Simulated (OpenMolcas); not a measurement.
## 4f ions of charge +4 along the row

```
Program             : OpenMolcas
Method              : CASSCF
Basis               : ANO-R2
Scalar Hamiltonian  : X2C, finite nucleus
Spin-orbit coupling : state interaction with AMFI integrals over the reference wave functions, term energies averaged over their components
```

Active space: the 4f shell.

ζ = ±2S·A comes from the whole width of the ground multiplet by E(J) = (A/2) J(J+1), where its levels are at least 85 % pure. Energies in cm-1.

```json
{"Ion": "Nd4+", "Configuration": "4f²", "Lowest level": "³H₄", "Weight (%)": "97", "g": "0.806", "g, pure LS": "0.800", "Next level": "³H₅", "E": "2967", "E measured": "2834", "ζ": "1103", "ζ measured": "1044"}
{"Ion": "Pm4+", "Configuration": "4f³", "Lowest level": "⁴I°_9/2", "Weight (%)": "97", "g": "0.732", "g, pure LS": "0.727", "Next level": "⁴I°_11/2", "E": "2542", "E measured": "", "ζ": "1248", "ζ measured": ""}
{"Ion": "Sm4+", "Configuration": "4f⁴", "Lowest level": "⁵I₄", "Weight (%)": "97", "g": "0.604", "g, pure LS": "0.599", "Next level": "⁵I₅", "E": "2024", "E measured": "", "ζ": "1389", "ζ measured": ""}
{"Ion": "Eu4+", "Configuration": "4f⁵", "Lowest level": "⁶H°_5/2", "Weight (%)": "96", "g": "0.296", "g, pure LS": "0.284", "Next level": "⁶H°_7/2", "E": "1393", "E measured": "", "ζ": "1579", "ζ measured": ""}
{"Ion": "Gd4+", "Configuration": "4f⁶", "Lowest level": "⁷F₀", "Weight (%)": "94", "g": "", "g, pure LS": "", "Next level": "⁷F₁", "E": "491", "E measured": "", "ζ": "1883", "ζ measured": ""}
{"Ion": "Dy4+", "Configuration": "4f⁸", "Lowest level": "⁷F₆", "Weight (%)": "96", "g": "1.494", "g, pure LS": "1.501", "Next level": "⁷F₅", "E": "2532", "E measured": "", "ζ": "2020", "ζ measured": ""}
{"Ion": "Ho4+", "Configuration": "4f⁹", "Lowest level": "⁶H°_15/2", "Weight (%)": "94", "g": "1.326", "g, pure LS": "1.334", "Next level": "⁶H°_13/2", "E": "4249", "E measured": "", "ζ": "2309", "ζ measured": ""}
{"Ion": "Er4+", "Configuration": "4f¹⁰", "Lowest level": "⁵I₈", "Weight (%)": "94", "g": "1.242", "g, pure LS": "1.251", "Next level": "⁵I₇", "E": "6078", "E measured": "", "ζ": "2469", "ζ measured": ""}
{"Ion": "Tm4+", "Configuration": "4f¹¹", "Lowest level": "⁴I°_15/2", "Weight (%)": "97", "g": "1.197", "g, pure LS": "1.200", "Next level": "⁴I°_13/2", "E": "7698", "E measured": "", "ζ": "", "ζ measured": ""}
{"Ion": "Yb4+", "Configuration": "4f¹²", "Lowest level": "³H₆", "Weight (%)": "99", "g": "1.166", "g, pure LS": "1.167", "Next level": "³F₄ [55 %]", "E": "7300", "E measured": "", "ζ": "", "ζ measured": ""}
```

Measured columns use the levels in the list in Carvajal Gallego et al., Mon. Not. R. Astron. Soc. 518, 332 (2023) (Nd4+).

The computed ζ goes from 1103 (Nd4+) to 2469 cm-1 (Er4+), a factor of 2.24, rising at every step.

Without dynamic correlation excited terms often stand tens of per cent too high (terms of higher spin than the ground term too low), and those without a measured partner can miss by more than the paired ones. Some levels mix across a computed gap that differs much from the measured one, so their mixing is not that of the real levels (holds for Nd4+). High states are left out of the spin-orbit mixing, which shifts the levels that they would mix with (holds for Pm4+; Sm4+; Eu4+; Gd4+; Dy4+; Ho4+; Er4+; Tm4+). Terms from blocks run as CI alone lack orbitals of their own (holds for Gd4+). Some high roots are left out of the spin-orbit mixing, which shifts the levels that they would mix with (holds for Yb4+). Measured partners are found by configuration, term and J. A level has none where our copy of the source lacks it or the pairing is in doubt (some pairs that miss far off the trend of their configuration count as doubtful), and it then counts in no deviation. Only configurations of the active space appear.

A share in square brackets marks a mixed level and gives the weight of the term that names it, the lowest over the columns. ° marks odd parity.
